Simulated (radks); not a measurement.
The tin anion Sn4-, [Xe], held by a Watson sphere: a shell of charge +5.98 at radius R that stands for the Madelung well of a crystal (potential energy -5.98/R inside, -5.98/r outside, in hartree with lengths in bohr). Method: scalar-relativistic Kohn-Sham, LDA (Slater exchange, Perdew-Wang correlation), spin-polarised, spherical densities, point nucleus; computed with a radial shooting solver on a logarithmic mesh with Libxc functionals. Response by self-consistent Sternheimer equations with the Hartree and adiabatic LDA kernel, the relativistic mass of each level held fixed and spin-orbit coupling left out. The sphere does not respond.

| R (bohr) | e(4d) (eV) | e(5s) (eV) | e(5p) (eV) | <r> 5p (bohr) | sum of <r^2> (bohr^2) | X-ray form factor at sin(theta)/lambda = 0.1 1/angstrom | alpha (bohr^3) |
|---|---|---|---|---|---|---|---|
| 2.58 | -42.723 | -30.565 | -22.836 | 2.629 | 82.32 | 48.864 | 30.02 |
| 3.16 | -38.247 | -26.237 | -19.729 | 2.941 | 95.83 | 48.293 | 47.23 |
| 3.5 | -36.473 | -24.169 | -18.122 | 3.125 | 104.3 | 47.980 | 61.10 |
| 4.19 | -33.950 | -20.868 | -15.384 | 3.495 | 122.7 | 47.412 | 100.5 |
| 4.23 | -33.833 | -20.707 | -15.245 | 3.517 | 123.8 | 47.382 | 103.3 |
| 4.3 | -33.636 | -20.434 | -15.007 | 3.555 | 125.7 | 47.331 | 108.5 |

Estimate the row for R = 5.08 bohr.

Answer. e(4d) (eV) -31.859; e(5s) (eV) -17.940; e(5p) (eV) -12.731; <r> 5p (bohr) 3.976; sum of <r^2> (bohr^2) 148.8; X-ray form factor at sin(theta)/lambda = 0.1 1/angstrom 46.835; alpha (bohr^3) 182.3.
